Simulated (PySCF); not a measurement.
CH₄BrClOSi (SMILES C[Si](O)(Cl)Br), singlet, geometry from GFN2-xTB; DF-R2SCAN/def2-TZVPPD (PySCF).

The PySCF input:
```python
from pyscf import gto, scf, dft

mol = gto.M(
    atom='''
C     2.03654859    0.08178613   -1.04122058
Si    0.18872372    0.02733355   -0.67743458
O    -0.43724090   -1.11496405   -1.63081055
Cl   -0.75124999    1.80033225   -0.94794852
Br   -0.12831968   -0.61309967    1.42565101
H     2.49088733   -0.89108728   -0.87820582
H     2.54537623    0.79855298   -0.40238364
H     2.21890782    0.36496051   -2.07329774
H    -1.35622947   -1.37326006   -1.65088151
''',
    basis='def2-tzvppd',
    verbose=4,
    max_memory=1800,
)

mf = dft.RKS(mol)
mf.xc = 'r2scan'
mf = mf.density_fit(auxbasis='def2-universal-jkfit')
mf.kernel()
```

What the program printed (banner, timings and long lists left out):

```
PySCF version 2.14.0

[INPUT] verbose = 4
[INPUT] num. atoms = 9
[INPUT] num. electrons = 84
[INPUT] charge = 0
[INPUT] spin (= nelec alpha-beta = 2S) = 0
[INPUT] symmetry False subgroup None
[INPUT] Mole.unit = angstrom
[INPUT] Symbol           X                Y                Z      unit          X                Y                Z       unit  Magmom
[INPUT]  1 C      2.036548590000   0.081786130000  -1.041220580000 AA    3.848519074469   0.154553386488  -1.967621731461 Bohr   0.0
[INPUT]  2 Si     0.188723720000   0.027333550000  -0.677434580000 AA    0.356636144009   0.051652923512  -1.280165823510 Bohr   0.0
[INPUT]  3 O     -0.437240900000  -1.114964050000  -1.630810550000 AA   -0.826265551458  -2.106976693236  -3.081785300551 Bohr   0.0
[INPUT]  4 Cl    -0.751249990000   1.800332250000  -0.947948520000 AA   -1.419656732182   3.402134885722  -1.791363082987 Bohr   0.0
[INPUT]  5 Br    -0.128319680000  -0.613099670000   1.425651010000 AA   -0.242489051592  -1.158590463361   2.694089958110 Bohr   0.0
[INPUT]  6 H      2.490887330000  -0.891087280000  -0.878205820000 AA    4.707094860849  -1.683910912284  -1.659568480799 Bohr   0.0
[INPUT]  7 H      2.545376230000   0.798552980000  -0.402383640000 AA    4.810063958678   1.509046428155  -0.760394876606 Bohr   0.0
[INPUT]  8 H      2.218907820000   0.364960510000  -2.073297740000 AA    4.193128075456   0.689675410182  -3.917964903280 Bohr   0.0
[INPUT]  9 H     -1.356229470000  -1.373260060000  -1.650881510000 AA   -2.562902260364  -2.595085411204  -3.119713918008 Bohr   0.0

nuclear repulsion = 522.535117285881
number of shells = 107
number of NR pGTOs = 436
number of NR cGTOs = 301
basis = def2-tzvppd
ecp = {}

******** <class 'pyscf.df.df_jk.DFRKS'> ********
method = DFRKS
initial guess = minao
damping factor = 0
level_shift factor = 0
DIIS = <class 'pyscf.scf.diis.CDIIS'>
diis_start_cycle = 1
diis_space = 8
diis_damp = 0
SCF conv_tol = 1e-09
SCF conv_tol_grad = None
SCF max_cycles = 50
direct_scf = False
XC library pyscf.dft.libxc version 7.1.2
    S. Lehtola, C. Steigemann, M. J. T. Oliveira, and M. A. L. Marques,  SoftwareX 7, 1–5 (2018)
XC functionals = r2scan
    J. W. Furness, A. D. Kaplan, J. Ning, J. P. Perdew, and J. Sun,  J. Phys. Chem. Lett. 11, 8208–8215 (2020)
    J. W. Furness, A. D. Kaplan, J. Ning, J. P. Perdew, and J. Sun,  J. Phys. Chem. Lett. 11, 9248–9248 (2020)
    J. W. Furness, A. D. Kaplan, J. Ning, J. P. Perdew, and J. Sun,  J. Phys. Chem. Lett. 11, 8208–8215 (2020)
    J. W. Furness, A. D. Kaplan, J. Ning, J. P. Perdew, and J. Sun,  J. Phys. Chem. Lett. 11, 9248–9248 (2020)
radial grids:
    Treutler-Ahlrichs [JCP 102, 346 (1995); DOI:10.1063/1.469408] (M4) radial grids

becke partition: Becke, JCP 88, 2547 (1988); DOI:10.1063/1.454033
pruning grids: <function nwchem_prune>
grids dens level: 3
symmetrized grids: False
atomic radii adjust function: <function treutler_atomic_radii_adjust>
small_rho_cutoff = 0
Set gradient conv threshold to 3.16228e-05
Initial guess from minao.
tot grids = 125920
init E= -3439.01062516454
  HOMO = -0.318942303166249  LUMO = -0.04570848944832  gap/eV = 7.43507
cycle= 1 E= -3439.569077825  delta_E= -0.558  |g|= 0.91  |ddm|= 2.68
  HOMO = -0.158170355606161  LUMO = -0.00624945860505661  gap/eV = 4.13398
cycle= 2 E= -3439.20892874076  delta_E= 0.36  |g|= 1.61  |ddm|= 1.75
  HOMO = -0.258766906580839  LUMO = -0.0151015546474153  gap/eV = 6.63047
cycle= 3 E= -3439.69938787611  delta_E= -0.49  |g|= 0.228  |ddm|= 1.23
  HOMO = -0.274551268967059  LUMO = -0.0142340382565864  gap/eV = 7.08359
cycle= 4 E= -3439.70984127608  delta_E= -0.0105  |g|= 0.0738  |ddm|= 0.224
  HOMO = -0.276403747663379  LUMO = -0.0150117908134431  gap/eV = 7.11284
cycle= 5 E= -3439.71096036579  delta_E= -0.00112  |g|= 0.021  |ddm|= 0.0735
  HOMO = -0.274223238463991  LUMO = -0.0134279668814466  gap/eV = 7.09660
cycle= 6 E= -3439.71105315275  delta_E= -9.28e-05  |g|= 0.00698  |ddm|= 0.0238
  HOMO = -0.274491018911642  LUMO = -0.0138576433261647  gap/eV = 7.09220
cycle= 7 E= -3439.71106298835  delta_E= -9.84e-06  |g|= 0.00194  |ddm|= 0.00643
  HOMO = -0.274591528611286  LUMO = -0.0137934784294378  gap/eV = 7.09668
cycle= 8 E= -3439.71106370621  delta_E= -7.18e-07  |g|= 0.000997  |ddm|= 0.00228
  HOMO = -0.274538731054143  LUMO = -0.0137984547093595  gap/eV = 7.09510
cycle= 9 E= -3439.7110639445  delta_E= -2.38e-07  |g|= 0.000126  |ddm|= 0.000948
  HOMO = -0.274545541480728  LUMO = -0.013801427013476  gap/eV = 7.09521
cycle= 10 E= -3439.71106394806  delta_E= -3.56e-09  |g|= 4.06e-05  |ddm|= 0.000158
  HOMO = -0.274547807993183  LUMO = -0.0138018873379919  gap/eV = 7.09526
cycle= 11 E= -3439.71106394843  delta_E= -3.69e-10  |g|= 1.25e-05  |ddm|= 4.04e-05
  HOMO = -0.274545405904973  LUMO = -0.0138011643296206  gap/eV = 7.09521
Extra cycle  E= -3439.71106394842  delta_E= 8.19e-12  |g|= 1.66e-05  |ddm|= 2.23e-05
converged SCF energy = -3439.71106394842
```
